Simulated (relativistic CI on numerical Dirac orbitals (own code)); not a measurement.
Method of calculation: Dirac-Coulomb-Breit CI, KLI orbitals optimised for each configuration, model QED, valence Slater integrals scaled by 0.85, P86 correlation estimate, and configurations built on the next ion tied to the tabulated ionisation energy (semi-empirical) (own radial code, finite nucleus).

Configuration list (outside the closed core [Kr] 4d10): 5s²5p², 5s²5p5d, 5s²5p6s, 5s²5p6p, 5s²5p6d, 5s²5p7s, 5s²5p5f, 5s²5p6f, 5s5p³, 5p⁴, 5s²5d², 5s5p²5d, 5s²5p5g, 5s²4f², 5s²5p4f, 5s5p²5f, 5s5p²5g, 5p²5d², 5s²5f², 5s²5p7p, 5s²4f5d, 5s²5g², 5s5p²6s, 5s²5p7d. Levels of other configurations are missing.

Configurations that consist of the next ion and one excited electron were tied to the tabulated ionisation energy; Rydberg ones are usually within 1,000 to 3,000 cm⁻¹ and the lowest ones within about 6,000 (9,000 in d shells), while levels on excited terms of the next ion carry the error of that term, and the other configurations can be misplaced by 10,000 cm⁻¹ or more. Rates follow the energies as ν³ (E1, M1) or ν⁵ (E2), so rates, branching and lifetimes can be off by large factors. The fine structure of a lone outer electron comes out too small, for d and f at times inverted, and misplaced configurations move strength between like terms.

Outline of the computed level scheme of I IV. Lowest level of each configuration: 5s²5p² ³P0 at 0.0000 eV; 5s5p³ ⁵S°2 at 9.5351 eV; 5s²5p5d ¹D°2 at 15.4131 eV; 5s²5p6s ³P°0 at 18.6449 eV; 5s²5p6p ³D1 at 21.8808 eV; 5s²5p4f ³G3 at 22.7476 eV.

Some strong electric-dipole decays among the lowest 45 levels: 5s²5p5d ³D°1 → 5s²5p² ³P0 (1.8e+10 s⁻¹); 5s²5p5d ³D°3 → 5s²5p² ³P2 (1.7e+10 s⁻¹); 5s²5p5d ¹P°1 → 5s²5p² ¹S0 (1.7e+10 s⁻¹); 5s²5p5d ¹F°3 → 5s²5p² ¹D2 (1.7e+10 s⁻¹); 5s²5p5d ³D°2 → 5s²5p² ³P2 (1.3e+10 s⁻¹); 5s²5p6s ¹P°1 → 5s²5p² ¹D2 (1.2e+10 s⁻¹); 5s²5p5d ³P°0 → 5s²5p² ³P1 (1.2e+10 s⁻¹); 5s²5p5d ³P°2 → 5s²5p² ³P1 (1.2e+10 s⁻¹).

Rates of lines that live on the mixing of spin multiplicities can be off by large factors.

LS names give the leading component of a level, which can be under half, so a name can repeat, a term be missing and a line seem to break the LS rules.
